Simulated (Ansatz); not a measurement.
Cartesian coordinates in Å:
```
C -0.712 -0.682 1.835
Zr -0.117 -0.542 -0.292
C -1.253 1.099 -1.250
C 2.036 -0.027 -0.372
F -0.435 -2.191 -1.190
H -0.922 -1.709 2.153
H -1.610 -0.083 2.029
H 0.089 -0.292 2.478
H -0.572 1.752 -1.812
H -2.016 0.737 -1.948
H -1.756 1.719 -0.498
H 2.518 -0.368 -1.295
H 2.171 1.061 -0.310
H 2.579 -0.474 0.471
```

The species carries charge 0 and has multiplicity 1. Zr takes the def2 core potential.

Q: List the PBE0/def2-TZVPP orbital energies in eV (the Gaussian-basis code of Ansatz). (Estimate.)

A: The calculation gave: Occupied: -673.16, -277.32, -277.31, -277.31, -58.62, -35.86, -34.75, -34.75, -30.75, -18.89, -18.72, -18.72, -12.13, -11.74, -11.74, -11.25, -11.24, -11.10, -10.90, -10.89, -10.80, -8.00, -7.66, -7.64. Lowest empty: -0.92, -0.92, -0.17, 0.05, 0.17, 0.22, 0.86, 0.87.
